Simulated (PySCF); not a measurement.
## Au: interval between two levels

Au [Xe] 4f14 5d10 6s1 [2S1/2, M_J = 1/2] → Au [Xe] 4f14 5d10 6p1 [2P3/2, M_J = 3/2], as a difference of total energies. All numbers are calculated (PySCF 2.14, the two-component X2C-1e Hamiltonian, in x2c-TZVPall-2c with one added diffuse shell each of s, p, d type (12s12p11d2f, 117 functions)). Correlated levels: [Kr] 4d10 4f14 frozen; the 34 highest virtual spinors dropped. "Screened" scales the spin-orbit matrix elements by Boettger's factors to mimic the two-electron term; Breit and QED terms are absent.

| method | interval between two levels (cm⁻¹) | error (cm⁻¹) |
| --- | --- | --- |
| GHF (screened spin-orbit) | 35334 | -5841 |
| GMP2 (screened spin-orbit) | 43040 | +1865 |

Reference: 41175 cm⁻¹ (measured; NIST Handbook of Basic Atomic Spectroscopic Data (Sansonetti and Martin, J. Phys. Chem. Ref. Data 34, 1559 (2005))).

Errors of the correlated levels include the incompleteness of this basis and the frozen core.
